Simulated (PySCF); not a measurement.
Point-charge models of `O=COc1ccc(=O)oc1` against its computed dipole.

Coordinates (GFN2-xTB, Å) and charges (e) from the PBE0/pcSseg-1 density (PySCF):

| atom | x | y | z | Mulliken | IAO | Hirshfeld | ESP-fitted |
| --- | --- | --- | --- | --- | --- | --- | --- |
| O1 | -2.626 | -1.139 | -1.249 | -0.3936 | -0.4280 | -0.2211 | -0.5109 |
| C2 | -2.740 | -0.578 | -0.202 | +0.4434 | +0.4040 | +0.1877 | +0.6187 |
| O3 | -1.789 | -0.011 | 0.530 | -0.4422 | -0.2949 | -0.0760 | -0.4171 |
| C4 | -0.455 | 0.016 | 0.167 | +0.0162 | +0.1015 | +0.0389 | +0.2274 |
| C5 | 0.414 | 0.676 | 1.093 | +0.0099 | -0.1135 | -0.0285 | -0.0640 |
| C6 | 1.733 | 0.754 | 0.827 | -0.2385 | -0.2218 | -0.0567 | -0.5026 |
| C7 | 2.295 | 0.181 | -0.383 | +0.5490 | +0.4889 | +0.1886 | +0.8622 |
| O8 | 3.451 | 0.198 | -0.709 | -0.3821 | -0.4405 | -0.2717 | -0.5518 |
| O9 | 1.387 | -0.440 | -1.224 | -0.4057 | -0.2562 | -0.0620 | -0.3634 |
| C10 | 0.087 | -0.515 | -0.958 | +0.3198 | +0.0486 | +0.0388 | +0.0324 |
| H11 | -3.694 | -0.443 | 0.334 | +0.1126 | +0.1387 | +0.0686 | +0.0468 |
| H12 | -0.022 | 1.096 | 1.986 | +0.1234 | +0.1811 | +0.0686 | +0.1819 |
| H13 | 2.430 | 1.240 | 1.491 | +0.1261 | +0.1861 | +0.0671 | +0.2247 |
| H14 | -0.471 | -1.035 | -1.724 | +0.1617 | +0.2062 | +0.0578 | +0.2158 |

**Question.** What dipole does each set of charges give (1 e·Å = 4.803 D), and what does the density give?

**Answer.** The full density gives (-3.66, 1.12, 3.15) D, 4.95 D in size; dipole vectors point from the negative to the positive end.

```tsv
scheme	μx	μy	μz	size (D)	share of the full size (%)	angle to the full dipole (°)
Mulliken	-2.83	0.65	2.05	3.55	72	5
IAO	-4.05	1.24	3.49	5.49	111	0
Hirshfeld	-3.04	0.67	2.14	3.77	76	6
ESP-fitted	-3.69	1.12	3.16	4.99	101	0
```

**Question.** Which set comes closest?

**Answer.** Length of the difference vector: ESP-fitted 0.04 D, IAO 0.54 D, Hirshfeld 1.27 D, Mulliken 1.45 D. Closest: ESP-fitted. ESP charges are fitted to the potential around the molecule, whose slowest-falling term is the dipole's. 

**Question.** What is left for the Hirshfeld atoms' own dipoles?

**Answer.** The Hirshfeld atoms' densities add up to the full density, so μ = Σ q r + Σ (atomic dipoles). The atomic dipoles sum to (-3.66, 1.12, 3.15) − (-3.04, 0.67, 2.14) = (-0.62, 0.45, 1.01) D, 1.27 D in size.

**Question.** With the origin at the mean of the coordinates, (0.000, 0.000, -0.002) Å, which are the largest single terms, by size, of the Mulliken dipole along the direction of the full one?

**Answer.** O8 +5.42, C7 -5.00, C2 +3.76, O9 +3.70, O3 -3.52 D; all 14 atoms together +3.54 D. The single terms depend on the origin, their sum doesn't.

**Question.** Give the size of the full dipole in other units.

**Answer.** 4.95 D = 1.949 au = 1.031 e·Å = 16.52 × 10⁻³⁰ C·m.

Geometry: GFN2-xTB, one conformer, isolated molecule.

Shape of the structure used: `[O:1]=[CH:2][O:3][c:4]1[cH:5][cH:6][c:7](=[O:8])[o:9][cH:10]1`: O1–C2–O3–C4 0°, C2–O3–C4–C5 180°.
